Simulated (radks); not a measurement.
Species: Re III. Configuration: [Xe] 4f14 5d(up 4.5, down 0.5) (fractional occupations, a model configuration). All-electron calculation, non-relativistic Kohn-Sham, PBE, spin-polarised, spherical densities, point nucleus; relativity is left out, which matters for an element this heavy. Program: a radial shooting solver on a logarithmic mesh with Libxc functionals.

Unscreened Slater integrals over Kohn-Sham orbitals (hartree). They are taken over the spin-up orbitals.

integral      value
F0(5d,5d)   0.52146
F2(5d,5d)   0.27035
F4(5d,5d)   0.17821
F0(5d,5p)   0.59523
F2(5d,5p)   0.29505
G1(5d,5p)   0.35814
G3(5d,5p)   0.22076
F0(5d,4f)   0.67748
F2(5d,4f)   0.14994
F4(5d,4f)  0.068838
G1(5d,4f)  0.051528
G3(5d,4f)  0.046802
G5(5d,4f)  0.036951
F0(5p,5p)   0.71668
F2(5p,5p)   0.38700
F0(5p,4f)   0.88734
F2(5p,4f)   0.26405
G2(5p,4f)   0.10214
G4(5p,4f)  0.085241
F0(4f,4f)    1.6273
F2(4f,4f)   0.79594
F4(4f,4f)   0.50416
F6(4f,4f)   0.36410

Derived for the open shells (J is the average intra-shell exchange parameter used in DFT+U). 5d: Racah B = F2/49 - 5 F4/441 = 0.003497 hartree, C = 35 F4/441 = 0.01414 hartree, C/B = 4.04, F4/F2 = 0.659, J = (F2 + F4)/14 = 0.03204 hartree.
